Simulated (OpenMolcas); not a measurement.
# Re4+: moving or changing the point charges

Re4+ among 6 point charges of -1.5 e arranged as a trigonal prism (D3h), 2.1 Å from the ion, with a polar angle of 54.5° against the regular 49.1°.

```json
{"Program": "OpenMolcas 26.06", "Method": "SS-CASPT2, IPEA 0.25 Eh, imaginary shift 0.1 Eh (closed shells correlated: 4f 5s 5p)", "Basis": "ANO-RCC-VDZP [7s6p4d2f1g]", "Scalar Hamiltonian": "DKH2, point nucleus", "Active space": "3 electrons in 5 orbitals (5d)", "State averaging": "2S+1 = 4 even, 10 roots; 2S+1 = 2 even, 40 roots", "Spin-orbit coupling": "state interaction with AMFI integrals over the reference wave functions"}
```

Runs around this geometry, states (labels of D3, the rotations of D3h). Energies in cm-1 above the lowest state or level, χT in cm3 K/mol.

| R (Å) | q (e) | Polar angle / regular | Ground state | First state of that spin | First gap with spin-orbit (degeneracies) | χT at 300 K | First state of another spin |
| --- | --- | --- | --- | --- | --- | --- | --- |
| 2.1 | -0.75 | 1.11 | 4A2 | 4A1 920 | 200 (2, 2) | 0.121 | 2E 13000 |
| 1.93 | -1.5 | 1.11 | 4A2 | 4A1 4310 | 1540 (2, 2) | 0.149 | 2E 11750 |
| 2.1 | -1.5 | 1.11 | 4A2 | 4A1 2560 | 810 (2, 2) | 0.115 | 2E 12540 |
| 2.24 | -1.5 | 1.11 | 4A2 | 4A1 1730 | 500 (2, 2) | 0.113 | 2E 12890 |
| 2.1 | -1.5 | 1.2 | 4A1 | 4A2 29 | 1380 (2, 2) | 0.072 | 2E 10210 |

Taking the first state of the same spin as R^-n, n = -ln(1730 / 4310) / ln(2.24 / 1.93) = 6.1 between the shortest and longest distance.

Scaling the charges by -0.75 / -1.5 = 0.50 scales the first state of the same spin by 920 / 2560 = 0.36; with fixed orbitals a first-order splitting would follow the charge.

The ground state changes within this set.

Roots that are degenerate in the reference are averaged as groups; the widest CASPT2 spread within a group is 130 cm-1 (the 2-fold group of multiplicity 4 near 6750 cm-1 above the lowest state of its run, R = 2.1, q = -1.5, ratio = 1.2). Shifts and gaps below about the spread of the groups concerned are not significant. Free-ion shares, where given, are those of the reference states; single-state CASPT2 does not remix them. Spin-orbit coupling mixes the spin-free states strongly: the lowest level takes only 41 % from its leading state, 4E, which lies 1360 cm-1 above the lowest spin-free state (figures for R = 2.1, q = -0.75, ratio = 1.11; the like holds for R = 1.93, q = -1.5, ratio = 1.11, R = 2.1, q = -1.5, ratio = 1.11, R = 2.24, q = -1.5, ratio = 1.11, R = 2.1, q = -1.5, ratio = 1.2). The ground term spreads over less than 5000 cm-1, several times less than with real ligands, so orbital moments are less quenched and χT lies further from the spin-only value than at real sites (holds for R = 2.1, q = -0.75, ratio = 1.11). Point charges carry no covalency, so the field is a model and not that of real ligands. No measured value stands beside these numbers.
